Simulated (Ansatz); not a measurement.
Cs₄. Total charge 0; singlet. Geometry relaxed at r2SCAN/def2-TZVP.

```xyz
4

Cs   -1.296   -4.587    0.665
Cs    1.736   -0.236    1.707
Cs   -1.733    0.237   -1.697
Cs    1.294    4.586   -0.674
```

In the def2 sets Cs takes a core potential; there is no spin–orbit coupling. The restricted singlet is unstable: a solution with broken spin symmetry lies lower. The geometry of the singlet was relaxed on an unsound state (restricted singlet, unstable towards broken spin symmetry). At r2SCAN/def2-TZVP a triplet of charge 0 lies 0.07 eV below the restricted singlet, each at its own geometry. The structure comes from a short search, and lower isomers may exist.

Task: Estimate the harmonic wavenumbers at RKS r2SCAN/def2-TZVP (Ansatz, unscaled). Is this a minimum?

Result: 8, 14, 19, 24, 35, 37 cm⁻¹. Yes, no mode is imaginary beyond noise. Zero-point energy 0.8 kJ/mol. It took 52 s on 4 threads of Arm Neoverse V1 on a shared host.
